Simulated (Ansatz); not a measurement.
A nudged elastic band was laid between two geometries of ClH3Sn + H2 (7 atoms, charge 0, multiplicity 1).

Computed with RKS PBE0/def2-mTZVP (Ansatz).

```
movable images  : 9
climbing image  : yes
spring          : 5.0 eV/Å²
optimiser       : quadratic models (default)
start path      : through a guess of the saddle point
force threshold : 0.05 eV/Å
iteration limit : 60
end points      : relaxed
```

Initial state:

```xyz
7
Properties=species:S:1:pos:R:3
Sn 0.466 0.000 -0.118
Cl 0.610 0.000 2.229
H 2.076 0.000 -0.676
H -0.379 1.420 -0.533
H -0.379 -1.420 -0.533
H -3.234 0.000 1.205
H -2.716 0.000 1.742
```

Final state:

```xyz
7
Properties=species:S:1:pos:R:3
Sn -0.056 0.000 -0.647
Cl -1.845 0.000 3.834
H 1.640 0.000 -0.474
H -0.577 1.403 -1.466
H -0.577 -1.403 -1.466
H -0.758 0.000 0.921
H -1.384 0.000 2.617
```

Problem. What changes between the two ends?

Solution. Bonds broken: Sn1–Cl2, H6–H7. Bonds formed: Sn1–H6, Cl2–H7. ClH3Sn + H2 becomes ClH + H4Sn.

Problem. Give the energies along the band, and the barrier.

Solution. It converged. The highest image is number 4 of 0 to 10, 198.6 kJ/mol above the first end and 127.6 kJ/mol above the last; the last end lies 71.0 kJ/mol above the first. A vibrational analysis at the climbing image gives 2 clearly imaginary modes (1080i, 145i cm⁻¹): a point of higher order. A lower path may pass nearby, or the ends, which weren't checked, may share the extra mode. The orbitals stay closed-shell, which can raise the energy where a bond breaks towards radicals; this wasn't checked here.

| image | path coordinate (Å) | energy (kJ/mol) | Sn1–Cl2 (Å) | H6–H7 (Å) | Sn1–H6 (Å) |
| --- | --- | --- | --- | --- | --- |
| 0 | 0.00 | 0.0 | 2.35 | 0.75 | 3.93 |
| 1 | 0.67 | 2.0 | 2.35 | 0.75 | 3.33 |
| 2 | 1.35 | 21.2 | 2.38 | 0.75 | 2.79 |
| 3 | 2.02 | 96.4 | 2.52 | 0.77 | 2.32 |
| 4 | 2.70 | 198.6 | 2.91 | 0.95 | 1.97 |
| 5 | 3.28 | 128.7 | 3.26 | 1.35 | 1.78 |
| 6 | 3.86 | 83.6 | 3.72 | 1.60 | 1.73 |
| 7 | 4.45 | 73.1 | 4.22 | 1.86 | 1.72 |
| 8 | 5.03 | 71.8 | 4.54 | 1.87 | 1.72 |
| 9 | 5.61 | 71.3 | 4.74 | 1.82 | 1.72 |
| 10 | 6.19 | 71.0 | 4.82 | 1.81 | 1.72 |

Problem. What is the geometry of the highest image?

Solution. 
```xyz
7
Properties=species:S:1:pos:R:3
Sn -0.239 0.000 -0.201
Cl -0.013 0.000 2.695
H 1.445 0.000 0.032
H -0.778 1.445 -0.931
H -0.778 -1.445 -0.931
H -1.855 0.000 0.928
H -1.338 0.000 1.727
```

The run took 7.1 min on 1 thread of Arm Neoverse V1 (shared host), peak memory 0.15 GiB.
